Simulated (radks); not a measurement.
The numbers below are computed, except where a source is named.
Effect of the nuclear size on neutral dysprosium, [Xe] 4f10 6s2. Level of theory: Dirac Kohn-Sham, BLYP, spin-unpolarised, spherical densities, finite nucleus; open shells fill j = l - 1/2 first; Fermi nuclear charge, rms radius 5.2218 fm (a radial shooting solver on a logarithmic mesh with Libxc functionals). The rms radius is varied about that value; shifts are against it.

[
 {"rms radius (fm)": "4.449", "total energy shift (eV)": "-7.21", "density at nucleus (e/bohr^3)": "7.735e+05", "1s1/2 shift (meV)": "-2960", "2s1/2 shift (meV)": "-388", "5s1/2 shift (meV)": "-2.91", "5p1/2 shift (meV)": "0.329", "6s1/2 shift (meV)": "-0.119", "4f7/2 shift (meV)": "0.544", "6p1/2 (empty) shift (meV)": "0.095"},
 {"rms radius (fm)": "4.7466", "total energy shift (eV)": "-4.53", "density at nucleus (e/bohr^3)": "7.6e+05", "1s1/2 shift (meV)": "-1860", "2s1/2 shift (meV)": "-244", "5s1/2 shift (meV)": "-1.83", "5p1/2 shift (meV)": "0.207", "6s1/2 shift (meV)": "-0.075", "4f7/2 shift (meV)": "0.342", "6p1/2 (empty) shift (meV)": "0.060"},
 {"rms radius (fm)": "5.2218", "total energy shift (eV)": "0", "density at nucleus (e/bohr^3)": "7.405e+05", "1s1/2 shift (meV)": "0.000", "2s1/2 shift (meV)": "0.000", "5s1/2 shift (meV)": "0.000", "5p1/2 shift (meV)": "0.000", "6s1/2 shift (meV)": "0.000", "4f7/2 shift (meV)": "0.000", "6p1/2 (empty) shift (meV)": "0.000"},
 {"rms radius (fm)": "5.6395", "total energy shift (eV)": "4.24", "density at nucleus (e/bohr^3)": "7.252e+05", "1s1/2 shift (meV)": "1740", "2s1/2 shift (meV)": "229", "5s1/2 shift (meV)": "1.71", "5p1/2 shift (meV)": "-0.193", "6s1/2 shift (meV)": "0.070", "4f7/2 shift (meV)": "-0.320", "6p1/2 (empty) shift (meV)": "-0.056"},
 {"rms radius (fm)": "6.3602", "total energy shift (eV)": "12.1", "density at nucleus (e/bohr^3)": "7.018e+05", "1s1/2 shift (meV)": "4980", "2s1/2 shift (meV)": "653", "5s1/2 shift (meV)": "4.89", "5p1/2 shift (meV)": "-0.552", "6s1/2 shift (meV)": "0.199", "4f7/2 shift (meV)": "-0.915", "6p1/2 (empty) shift (meV)": "-0.159"}
]

Slopes of the eigenvalues against <r^2> in GHz/fm^2, as finite differences over the two radii next to the reference (eigenvalue slopes, not the field-shift constants of lines): 1s1/2 94000, 2s1/2 12300, 5s1/2 92.5, 5p1/2 -10.4, 6s1/2 3.77, 4f7/2 -17.3, 6p1/2 (empty) -3.01.
